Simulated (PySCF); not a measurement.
Species: C₂H₅Ga.
Atom-mapped SMILES: `[CH2:1]=[CH:2][GaH2:3]` (hydrogens: H4, H5 on C1; H6 on C2; H7, H8 on Ga3)

Geometry (PBE0-D3(BJ)/def2-SVP, Å), atoms numbered from 1 in this order:
```xyz
8
C2H5Ga angstrom
C     -1.336    0.003   -0.414
C     -0.318   -0.540    0.271
Ga     1.453    0.276    0.254
H     -1.213    0.919   -1.005
H     -2.343   -0.436   -0.424
H     -0.521   -1.458    0.838
H      2.659   -0.346    1.048
H      1.629    1.591   -0.593
```

Theory: EOM-IP-CCSD/aug-cc-pVDZ in PySCF, restricted Hartree–Fock reference, frozen core, non-relativistic, gas phase, PBE0-D3(BJ)/def2-SVP geometry.

Hartree–Fock orbital energies give these Koopmans values (eV): HOMO 10.32, HOMO-1 11.12, HOMO-2 11.46, HOMO-3 14.60, HOMO-4 15.96, HOMO-5 17.27, HOMO-6 21.00.

Q: What vertical ionisation energies does EOM-IP-CCSD give?

A: 
```tsv
leading hole (HF orbital)	Koopmans (eV)	EOM-IP-CCSD (eV)	change (eV)	one-hole share
HOMO-1	11.12	10.29	-0.83	0.95
HOMO	10.32	10.43	+0.11	0.96
HOMO-2	11.46	10.97	-0.49	0.94
HOMO-3	14.60	13.54	-1.06	0.94
HOMO-4	15.96	14.71	-1.25	0.92
HOMO-5	17.27	15.74	-1.53	0.90
HOMO-6	21.00	18.52	-2.48	0.61
```

Q: Does the order of the lines follow the orbital energies?

A: No: the HOMO-1 hole (10.29 eV) falls below the HOMO hole (10.43 eV). The corrections run from -2.48 to +0.11 eV, with a mean of -1.08 eV over the 7 lines; EOM-IP-CCSD lies above the Koopmans value for HOMO. Koopmans values leave out both the relaxation of the orbitals and the change in correlation energy.

Q: At what kinetic energies would He I light (21.22 eV) eject these electrons?

A: 10.93 eV (HOMO-1), 10.79 eV (HOMO), 10.25 eV (HOMO-2), 7.68 eV (HOMO-3), 6.51 eV (HOMO-4), 5.48 eV (HOMO-5), 2.70 eV (HOMO-6).

Lines less than 0.15 eV apart could change places at a higher level. One root was sought for each valence orbital with −ε under 21 eV, eight at most, so deeper holes and satellites are missing; no vibrational structure.
